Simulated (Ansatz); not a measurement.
Basis-set series for C2H4AlN, SMILES `[CH]1=N[CH2][AlH]1`. The species carries charge 0 and has multiplicity 1. All single points use the PBE0-D4/def2-TZVP geometry.

| functional | basis | functions | energy (Eh) | HOMO (eV) | LUMO (eV) |
| --- | --- | --- | --- | --- | --- |
| PBE0-D4 | def2-SVP | 80 | -375.28108 | -6.11 | -1.75 |
| PBE0-D4 | def2-TZVPP | 191 | -375.51611 | -6.22 | -1.81 |
| ωB97M-V | def2-SVP | 80 | -375.47555 | -8.28 | 0.07 |
| ωB97M-V | def2-TZVPP | 191 | -375.71671 | -8.41 | -0.07 |

(1) Give the rows for def2-QZVPP. (Estimate.)

Results:

(1) Ansatz gave: 
| functional | basis | functions | energy (Eh) | HOMO (eV) | LUMO (eV) |
| --- | --- | --- | --- | --- | --- |
| PBE0-D4 | def2-QZVPP | 361 | -375.53095 | -6.24 | -1.84 |
| ωB97M-V | def2-QZVPP | 361 | -375.73104 | -8.43 | -0.22 |
